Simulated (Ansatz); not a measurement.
C4H7AlO (SMILES C=[CH][Al]([OH])[CH]=C), singlet, geometry from GFN2-xTB (such geometries of metal compounds can be far from the true shape); CASSCF(4,3)/STO-3G run with Ansatz (an electronic-structure program).

Here is a job for Ansatz.
Ansatz 0.2 input:
```yaml
crystal:
  periodic: [false, false, false]
  atoms:
    - {symbol: Al, position_ang: [0.04788534, 0.25631704, 0.58574341]}
    - {symbol: C, position_ang: [0.18848900, 1.49162924, -0.96577103]}
    - {symbol: C, position_ang: [-0.12682521, 1.19661842, -2.22399597]}
    - {symbol: H, position_ang: [0.52651536, 2.51372407, -0.77187731]}
    - {symbol: H, position_ang: [-0.05421067, 1.91147081, -3.03542566]}
    - {symbol: H, position_ang: [-0.47793836, 0.21577804, -2.50698752]}
    - {symbol: C, position_ang: [-0.22910448, -1.70903270, 0.46895412]}
    - {symbol: C, position_ang: [-0.10662196, -2.44619685, -0.63157824]}
    - {symbol: H, position_ang: [-0.47586764, -2.24262078, 1.39141069]}
    - {symbol: H, position_ang: [-0.24646767, -3.52091919, -0.64253418]}
    - {symbol: H, position_ang: [0.14338716, -2.00653854, -1.58531224]}
    - {symbol: O, position_ang: [0.17064081, 0.91339327, 2.08731377]}
    - {symbol: H, position_ang: [0.24132181, 1.29172921, 2.95189844]}
basis:
  gaussian:
    orbitals: STO-3G
hamiltonian:
  xc: hf
magnetization: {spin_polarized: false}
correlation: {active_space: {window: {electrons: 4, orbitals: 3}}}
```

Output, abridged:

```
Functional definition: HF
534 factors; integrals over basis functions are off by at most 5.5e-5 eV
mean field evaluation 1: about -12691.2386 eV, gradient 2.6e1 eV
mean field evaluation 2: about -12691.3663 eV, gradient 2.6e1 eV
mean field evaluation 4: about -12693.8288 eV, gradient 1.5e0 eV
mean field evaluation 8: about -12693.8387 eV, gradient 6.0e-5 eV
mean field -12693.83869234 eV, -466.4899677505 hartree, gradient 7.7e-7 eV, S^2 0.000000; 0 other end points of the search recorded, 0 dependent functions left out
reference -12693.83869234 eV, -466.4899677505 hartree; 26, 26 occupied and 15, 15 virtual orbitals, 534 factors
state -12695.02092453 eV, -466.5334139823 hartree
Total energy: -12695.02092453 eV, -466.5334139823 hartree
```
